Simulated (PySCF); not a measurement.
Method: PySCF with M06-2X/def2-TZVP // B3LYP-D3(BJ)/def2-TZVP. Isolated molecules, 0 K electronic values unless said otherwise. One relaxed conformer stands for a flexible species; it need not be the lowest. 

Reference species (SMILES): `[OH][InH2]` (neutral, multiplicity 1).

| Item | Value |
|---|---|
| LUMO | -1.06 eV |

Changed species: `[InH3]` (0 of 3 H replaced by OH; the reference has 1 of 3 H replaced by OH).

Q: Give the shifts of the LUMO.

A: the LUMO decreases by 0.35 eV, to -1.41 eV.
